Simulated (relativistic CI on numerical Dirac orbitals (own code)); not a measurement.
**Ag3+: resonant inelastic scattering at the M2,3 edge**

Computed with this model: Dirac-Coulomb-Breit CI, separate exchange-only KLI orbitals for each configuration, model QED (radiative potential, 1s self-energy scaled to tabulated hydrogen-like ionisation energies), valence Slater integrals scaled by 0.8, Kramers-Heisenberg scattering through one core-hole configuration in a parametric crystal field; configurations [Kr] 4d8 → [Ne] 3s2 3p5 3d10 4s2 4p6 4d9; 10 K; core-hole width 3 eV; summed over polarisations. Incident energies are the highest absorption maxima for each field (at most a few, so the weaker spin-orbit partner edge can be absent), on the computed scale of the free ion. Intensities are in per cent of the strongest line above 0.02 eV; levels within 1 cm⁻¹ are merged; final levels count from the ground level, the first row holds all elastic scattering, lines under 0.4 are left out and each table stops after 24 rows. The scale of the Slater integrals is a model choice and moves the terms in proportion.

Field parameters in Wybourne normalisation: D4h B²₀ = −7Ds, B⁴₀ = 21(Dq − Dt), B⁴₄ = 21√(5/14) Dq. The field is a parameter set, without covalency.

S is read from ⟨S²⟩ = S(S + 1).

D4h, 10Dq = 24450, Ds = -1500, Dt = -200 cm⁻¹:

```csv
Final level (eV),Degeneracy,Irrep,S,575.8 eV,607.4 eV
0.000,2,E,1.00,351.9,32.9
0.000,1,B2,1.00,16.0,3.7
1.201,1,A1,0.06,37.5,10.1
1.600,1,B1,0.07,21.8,7.1
2.893,1,B1,0.99,49.7,1.4
2.953,2,E,0.99,100.0,8.2
3.055,1,B2,0.99,56.8,4.7
3.151,1,A1,0.95,39.4,7.9
3.155,1,A2,1.00,36.1,8.5
3.207,2,E,1.00,77.2,24.6
3.238,1,B1,0.99,32.3,4.9
3.343,1,A1,0.24,20.6,9.5
4.006,1,A2,1.00,18.9,5.9
4.056,1,A1,0.95,21.2,10.6
4.112,2,E,0.97,45.3,13.7
4.244,1,B2,1.00,31.1,9.3
4.285,1,B1,0.98,28.8,7.9
4.551,2,E,0.13,27.8,15.6
4.678,1,B2,0.07,6.8,3.7
4.913,2,E,0.95,32.5,11.4
4.972,1,A1,0.97,19.1,10.5
5.294,2,E,0.15,15.2,16.4
6.012,1,A2,0.05,9.7,10.7
6.659,1,A1,0.99,2.0,1.3
```

D4h, 10Dq = 24450, Ds = -860, Dt = -200 cm⁻¹:

```csv
Final level (eV),Degeneracy,Irrep,S,575.8 eV,607.4 eV
0.000,2,E,1.00,342.4,31.9
0.000,1,B2,1.00,17.0,3.5
1.418,1,A1,0.07,33.7,9.8
1.600,1,B1,0.07,21.1,6.6
2.966,1,B1,0.99,38.0,2.0
2.998,2,E,0.99,100.0,11.1
3.114,1,A1,0.30,34.2,9.2
3.191,1,B2,0.99,54.8,5.6
3.205,1,A2,1.00,42.4,6.8
3.222,1,A1,0.90,31.0,6.8
3.258,2,E,1.00,71.8,21.0
3.296,1,B1,1.00,37.0,4.3
4.099,1,A2,1.00,12.8,7.3
4.144,1,A1,0.96,15.2,11.3
4.165,2,E,0.98,38.1,13.3
4.255,1,B2,0.99,30.7,7.2
4.304,1,B1,0.98,30.0,7.0
4.656,2,E,0.98,40.4,12.2
4.681,1,B2,0.09,6.5,3.3
4.716,1,A1,0.97,18.8,10.8
4.744,2,E,0.11,17.7,13.8
5.255,2,E,0.09,16.0,16.6
5.701,1,A2,0.04,9.5,10.5
6.730,1,A1,0.99,0.7,0.9
```

D4h, 10Dq = 24450, Ds = -210, Dt = -200 cm⁻¹:

```csv
Final level (eV),Degeneracy,Irrep,S,575.8 eV,607.4 eV
0.000,2,E,1.00,339.4,31.6
0.001,1,B2,1.00,18.1,3.4
1.567,1,A1,0.07,31.1,9.6
1.600,1,B1,0.08,21.3,6.4
2.983,1,A1,0.13,25.9,10.3
3.007,1,B1,0.98,29.5,2.3
3.020,2,E,1.00,100.0,13.5
3.207,1,A1,0.98,45.0,4.6
3.208,1,A2,1.00,47.5,5.5
3.282,2,E,0.99,69.8,17.9
3.288,1,B2,0.99,52.2,6.9
3.348,1,B1,1.00,40.0,4.7
4.238,1,A2,0.99,9.2,8.5
4.265,2,E,0.99,35.1,13.2
4.283,1,A1,0.97,9.7,12.3
4.305,1,B2,0.98,32.0,5.3
4.363,1,B1,0.98,32.8,6.0
4.381,2,E,0.99,36.4,12.5
4.438,1,A1,0.97,19.1,11.0
4.685,1,B2,0.12,6.8,3.2
4.867,2,E,0.10,19.4,12.8
5.285,2,E,0.05,17.2,17.4
5.386,1,A2,0.05,9.3,10.5
6.748,1,A1,0.99,0.2,0.7
```

For the first field the strongest loss at the lowest incident energy is the level at 2.95 eV (S = 0.99, against 1.00 in the thermal ground state). Levels of other spin, the first over 8 % at 1.20 eV, appear because spin-orbit coupling of the core hole, and in heavier ions of the valence shell too, mixes spins.
